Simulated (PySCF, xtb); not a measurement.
C4H5ClSi. Atoms are numbered in the order given.

```xyz
11

C      0.3959    -3.3788     0.0000
C     -0.1449    -2.2753     0.0000
Si    -0.9225    -0.6095     0.0000
C      0.4343     0.7049     0.0000
C      1.7611     0.4850     0.0000
Cl    -0.2178     2.3412     0.0000
H      0.8657    -4.3542     0.0000
H     -1.7766    -0.4418     1.2229
H     -1.7766    -0.4418    -1.2229
H      2.4935     1.3079     0.0000
H      2.1332    -0.5519     0.0000
```
Charge 0, spin multiplicity 1.

Geometry optimised at PBE-D3(BJ)/def2-SVP. The structure was generated by enumeration, and PubChem lists no compound with its InChIKey, so it may never have been made. Other conformers were not sampled.

The numbers are results of IEF-PCM-M06-2X/def2-SVP in PySCF, not measurements.

The values are the electrostatic part of the solvation free energy, E(continuum) − E(gas) at the gas-phase geometry, in a cavity of scaled van der Waals radii (PySCF's table); cavitation and dispersion terms are not included. In vacuum the orbital gap is 8.95 eV. The dipole moment in vacuum is 2.01 D.

Question: Estimate the values in water (ε = 78.36), ethanol (ε = 24.85), N,N-dimethylformamide (ε = 37.22). (Estimate from the structure and the level; the computed values follow.)

Answer: 
```tsv
solvent	ε	ΔG(elec) (kcal/mol)	dipole (D)	gap (eV)
water	78.36	-3.3	2.62	9.03
ethanol	24.85	-3.2	2.60	9.03
N,N-dimethylformamide	37.22	-3.3	2.61	9.03
```

For comparison, GFN2-xTB/ALPB(water) (xtb, at the GFN2-xTB geometry, all terms of that model) gives -1.8 kcal/mol.
